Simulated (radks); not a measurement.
Spherical jellium clusters: N electrons in a uniform positive sphere of charge N and radius rs N^(1/3), rs = 3.14 bohr. Calculated with a radial shooting solver with Libxc functionals: non-relativistic Kohn-Sham, LDA (Slater exchange, Perdew-Wang correlation), spin-polarised, spherical densities. Levels are named by radial order and angular momentum (1s, 1p, 1d, 2s, ...), and open shells are averaged over m. Each electron was tried in the lowest free levels, single moves between levels near the top were tried too, and the lowest total energy was kept; such a search can miss a lower state. Energies include the self-energy of the background; IP and EA are vertical (highest electron removed, lowest free level filled), at fixed background; spill-out counts the electrons outside the background radius R, and alpha is the static dipole polarisability from linear response (closed shells only). A dash means not computed or, for alpha, an open shell; in EA it means that no bound solution was reached, which is typical of self-interaction and does not show that the anion is unstable. Real open-shell clusters deform, which this model forbids.

| N | open shells | 2S | E(N+1) + E(N-1) - 2E(N) (eV) | -e(HOMO) (eV) | spill-out (e) | alpha/R^3 |
|---|---|---|---|---|---|---|
| 1 | 1s(up 1, down 0) | 1 | - | 3.476 | 0.47 | - |
| 2 | none | 0 | 1.613 | 3.847 | 0.67 | 1.876 |
| 3 | 1p(up 1, down 0) | 1 | -0.815 | 2.294 | 1.02 | - |
| 4 | 1p(up 2, down 0) | 2 | -0.640 | 2.997 | 1.24 | - |
| 5 | 1p(up 3, down 0) | 3 | 0.331 | 3.468 | 1.39 | - |
| 6 | 1p(up 3, down 1) | 2 | -0.518 | 3.159 | 1.55 | - |
| 7 | 1p(up 3, down 2) | 1 | -0.386 | 3.568 | 1.68 | - |
| 8 | none | 0 | 1.821 | 3.866 | 1.79 | 1.588 |
| 9 | 1d(up 1, down 0) | 1 | -0.359 | 2.160 | 2.01 | - |
| 10 | 1d(up 2, down 0) | 2 | -0.320 | 2.527 | 2.18 | - |
| 11 | 1d(up 3, down 0) | 3 | -0.281 | 2.825 | 2.33 | - |
| 12 | 1d(up 4, down 0) | 4 | -0.247 | 3.072 | 2.45 | - |
| 13 | 1d(up 5, down 0) | 5 | 0.415 | 3.282 | 2.56 | - |
| 14 | 1d(up 5, down 1) | 4 | -0.256 | 2.892 | 2.68 | - |
| 15 | 1d(up 5, down 2) | 3 | -0.222 | 3.124 | 2.79 | - |
| 16 | 1d(up 5, down 3) | 2 | -0.195 | 3.320 | 2.89 | - |
| 17 | 1d(up 5, down 4) | 1 | -0.172 | 3.489 | 2.99 | - |
| 18 | none | 0 | 0.253 | 3.636 | 3.07 | 1.447 |
| 19 | 2s(up 1, down 0) | 1 | 0.214 | 3.389 | 3.26 | - |
| 20 | none | 0 | 0.866 | 3.235 | 3.49 | 1.493 |
| 21 | 1f(up 1, down 0) | 1 | -0.180 | 2.423 | 3.61 | - |
| 22 | 1f(up 2, down 0) | 2 | -0.167 | 2.594 | 3.72 | - |
| 23 | 1f(up 3, down 0) | 3 | -0.154 | 2.748 | 3.81 | - |
| 24 | 1f(up 4, down 0) | 4 | -0.143 | 2.886 | 3.90 | - |
| 25 | 1f(up 5, down 0) | 5 | -0.133 | 3.013 | 3.99 | - |
| 26 | 1f(up 6, down 0) | 6 | -0.123 | 3.128 | 4.06 | - |
| 27 | 1f(up 7, down 0) | 7 | 0.376 | 3.234 | 4.14 | - |
| 28 | 1f(up 7, down 1) | 6 | -0.135 | 2.866 | 4.23 | - |
| 29 | 1f(up 7, down 2) | 5 | -0.125 | 2.991 | 4.31 | - |
| 30 | 1f(up 7, down 3) | 4 | -0.116 | 3.106 | 4.39 | - |
| 31 | 1f(up 7, down 4) | 3 | -0.108 | 3.211 | 4.46 | - |
| 32 | 1f(up 7, down 5) | 2 | -0.101 | 3.308 | 4.53 | - |
| 33 | 1f(up 7, down 6) | 1 | - | 3.397 | 4.60 | - |

All shells are closed at N = 2, 8, 18, 20 (there: 1s2 1p6 1d10 2s2); the second difference of the energy has clear peaks (12 % above both neighbours; the first and last values, which can be the largest, are not judged, and half-filled shells can peak too) at N = 5, 8, 13, 18, 20, 27.
